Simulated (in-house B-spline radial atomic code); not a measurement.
# Ar⁴⁺: [Ne] 3s2 3p2

Computed with a B-spline radial code for spherical atoms: Dirac-Kohn-Sham HSE06, spherical fractional occupations, Fermi nucleus of rms radius 3.4274 fm.

Screening seen three ways: the hydrogenic charge with the same mean radius, Z_r = [3n² - l(l+1)]/(2<r>), the one with the same energy, Z_e = n√(-2ε), and Slater's rules. Values are occupation-weighted means over j.

```csv
shell,electrons,ε (eV),<r> (bohr),Z_r,Z_e,Slater
1s,2,-3221.5,0.08568,17.51,15.39,17.70
2s,2,-375.33,0.4115,14.58,10.50,13.85
2p,6,-305.86,0.3745,13.35,9.48,13.85
3s,2,-83.562,1.255,10.76,7.43,8.15
3p,2,-65.053,1.347,9.28,6.56,8.15
```

The least bound orbital is 3p3/2 at -64.96 eV, and it is also the most diffuse (<r> = 1.348 bohr).

Spin-orbit splittings of the orbital energies (j = l + 1/2 above j = l - 1/2 when positive): 2p 2.271 eV, 3p 0.271 eV.

For the 1s electron the small component carries 0.412 % of the norm, the zero-frequency Breit interaction raises the level by 2.551 eV, self-energy by 1.158 eV, and vacuum polarisation lowers it by 0.08112 eV.

Caution: exact exchange at fractional occupations of open shells leaves self-interaction of up to several eV.
